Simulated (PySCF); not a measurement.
# Worked example: entropy of an ideal gas

BeCl₂, SMILES [Cl][Be][Cl].

Coordinates come from a B3LYP-D3(BJ)/def2-TZVP optimisation. The isomer is the one that the SMILES or the coordinates give; other isomers of the formula were not compared.

B3LYP-D3(BJ)/def2-TZVP (PySCF) gives the harmonic wavenumbers 239, 239, 392, 1125 cm⁻¹ and the rotational temperature 0.1051 K. The molar mass is 79.91 g/mol, the symmetry number 2, the spin multiplicity 1.

Question: Work out the entropy at 298.15 K and 1 atm in the rigid-rotor, harmonic-oscillator model.

Answer: 
Translation (Sackur–Tetrode at 1 atm): S = R[1.5 ln M + 2.5 ln T − 1.16487] = 163.4 J/(mol K).
Rotation: q = T/(σ θ) = 1420, S = R[ln q + 1] = 68.7 J/(mol K).
Vibration: with u = 1.4388 ν/T, each mode gives R[u/(e^u − 1) − ln(1 − e^−u)]:
| ν (cm⁻¹) | modes | u | S (J/(mol K)) |
|---|---|---|---|
| 239 | 2 | 1.15 | 15.15 |
| 392 | 1 | 1.89 | 4.15 |
| 1125 | 1 | 5.43 | 0.24 |
These are all the modes. Sum 19.5 J/(mol K).
Spin: R ln 1 = 0.0 J/(mol K).
Total 251.6 J/(mol K); the program's own thermochemistry gives 251.6. Translation makes up 65 % and vibration 8 %. Anharmonicity, hindered rotation and orbital degeneracy are left out.
